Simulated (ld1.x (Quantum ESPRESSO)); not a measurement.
## In (Z = 49): variants of one TM potential

Base potential:

In, norm-conserving Troullier–Martins (Kleinman–Bylander form), made with ld1.x (Quantum ESPRESSO) 7.5 (PBE, scalar-relativistic). Core [Kr], reference 4d10 5s2 5p1. Waves: 5s (bound): rc 1.80 bohr; 5p (bound): rc 2.30 bohr; 4d (bound): rc 1.40 bohr. Local part: the d channel. Core correction: Bessel-smoothed model core inside 1.45 bohr.

Cutoffs, loose and tight: the cutoffs (Ry, on a coarse ladder) from which the occupation-weighted sum of valence levels, in a spherical-Bessel basis at the reference potential, stays within 10 and 1 mRy of its value at 400 Ry. They do not see the model core or the augmentation charge, which bear on the density cutoff. Test errors are all-electron minus pseudo excitation energies from the reference, over the configurations 4d10 5s2 5p0; 4d10 5s1 5p0; 4d10 5s0 5p0; 4d10 5s2 5p1.3; 4d10 5s2 5p0.5; 4d9 5s2 5p2; 4d9 5s0 5p0. A dash means not determined; rows that change the core or the reference have their own tests. The largest error is taken over the tests solved by every variant that gives reliable tests at all: 4d10 5s0 5p0; 4d10 5s1 5p0; 4d10 5s2 5p0; 4d10 5s2 5p0.5; 4d10 5s2 5p1.3; 4d9 5s0 5p0.

A true bound ghost makes a file unfit for plane-wave use even where its test errors are small: the radial tests pick states by their node count and pass the ghost by. Where a test does run into it, the solver fails or the error is huge.

```csv
change,outcome,"cutoff, loose","cutoff, tight",bound ghosts,largest test error (meV)
base,generated,90 Ry,140 Ry,"s, p",-83
wave 5p (bound): rc 2.30 bohr becomes 5p (bound): rc 1.66 bohr,generated,90 Ry,140 Ry,"s, p",-125
wave 5p (bound): rc 2.30 bohr becomes 5p (bound): rc 1.92 bohr,generated,90 Ry,140 Ry,"s, p",-103
wave 5p (bound): rc 2.30 bohr becomes 5p (bound): rc 2.16 bohr,generated,90 Ry,140 Ry,"s, p",-90
wave 5p (bound): rc 2.30 bohr becomes 5p (bound): rc 2.42 bohr,generated,90 Ry,140 Ry,"s, p",-81
wave 5p (bound): rc 2.30 bohr becomes 5p (bound): rc 2.60 bohr,generated,90 Ry,140 Ry,"s, p",-83
wave 5p (bound): rc 2.30 bohr becomes 5p (bound): rc 2.82 bohr,generated,90 Ry,140 Ry,"s, p",-91
wave 5p (bound): rc 2.30 bohr becomes 5p (bound): rc 2.96 bohr,generated,90 Ry,140 Ry,"s, p",-100
wave 5p (bound): rc 2.30 bohr becomes 5p (bound): rc 3.24 bohr,generated,90 Ry,140 Ry,"s, p",-128
```

(1) What comes out with this change to the base: wave 5p (bound): rc 2.30 bohr becomes 5p (bound): rc 3.48 bohr?

(2) What comes out with this change to the base: wave 5p (bound): rc 2.30 bohr becomes 5p (bound): rc 1.54 bohr?

Results:

(1) outcome: generated; cutoff, loose: 90 Ry; cutoff, tight: 140 Ry; bound ghosts: s, p; largest test error (meV): -156.

(2) outcome: generated; cutoff, loose: 110 Ry; cutoff, tight: 140 Ry; bound ghosts: s, p; largest test error (meV): -133.

Reading the sweep of the p radius (base included, trends over the rows without a ghost): Bound ghosts are found at 1.54, 1.66, 1.92, 2.16, 2.3, 2.42, 2.6, 2.82, 2.96, 3.24, 3.48 bohr. Every judged row has one, so this setting neither creates nor removes them.
